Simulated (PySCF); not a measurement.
GaH2Br.
Bonds: Ga1–Br4. Hydrogens: H2, H3 on Ga1.

Method: PySCF, PBE0-D3(BJ)/def2-SVP geometry optimisation, gas phase.

Task: Give the optimised bond lengths and angles.

Result: 
```csv
bond,length (Å)
"Ga1–H2, Ga1–H3",1.559
Ga1–Br4,2.300
```

Bonds in one row agree within 0.01 Å and their mean is given. A selection of angles:
```csv
angle,degrees
H2–Ga1–H3,128.9
H2–Ga1–Br4,115.4
```

Ga1 (gallium bonded to Br and 2 H) is planar (angles 128.9°, 115.6° and 115.4°, sum 360.0°, 0.00 Å off the plane of its three neighbours).

Point group: C2v (tolerance 0.08 Å). No frequency check.

On one thread, Arm Neoverse V1, on a shared host, this took 16 s of wall time. These figures are those of the optimisation.

---

BrCl3Si.
Numbering: `[Cl:1][Si:2]([Cl:3])([Cl:4])[Br:5]`

Level of theory: PySCF 2.14.0, PBE0-D3(BJ)/def2-SVP geometry optimisation, gas phase.

What internal coordinates does the optimisation give?

```tsv
bond	length (Å)
Cl1–Si2, Si2–Cl3, Si2–Cl4	2.037
Si2–Br5	2.192
```

Bonds in one row agree within 0.01 Å and their mean is given. A selection of angles:
```tsv
angle	degrees
Cl1–Si2–Cl3	109.3
Cl1–Si2–Br5	109.4
```

All 3 Cl–Si bonds measure 2.036 to 2.038 Å. Si2 (chlorine-bound silicon) is tetrahedral (angles from 109.1° to 110.0°).

Point group: C3v (every atom within 0.08 Å of its image). No PBE0-D3(BJ)/def2-SVP frequencies stand behind this structure, so it isn't proved a minimum.

On one thread, Intel Xeon Platinum 8488C (x86_64), shared host, this took 47 s of wall time and 0.45 GiB of memory at its peak. That covers the optimisation of the geometry.

---

Compound: hexacarbon chain, C₆ (triplet state).
Bonds: C1–C2 (double), C2–C3 (double), C3–C4 (double), C4–C5 (double), C5–C6 (double).

Computed, not measured: PBE0-D3(BJ)/def2-SVP geometry optimisation, gas phase in PySCF 2.14.0.

Question: Give the optimised bond lengths and angles.

Answer: 
| bond | length (bohr) |
| --- | --- |
| C1=C2, C5=C6 | 2.468 |
| C2=C3, C4=C5 | 2.443 |
| C3=C4 | 2.423 |

Bonds in one row agree within 0.02 bohr and their mean is given. A selection of angles:
| angle | degrees |
| --- | --- |
| C1–C2–C3 | 179.9 |
| C2–C3–C4 | 179.9 |

The C–C distances run from 1.282 Å (C3=C4, drawn double) to 1.306 Å (C5=C6, drawn double), a spread of 0.024 Å.

Point group: D∞h (tolerance 0.08 Å). No frequency check. ⟨S²⟩ = 2.066 (exact for a triplet: 2.00).
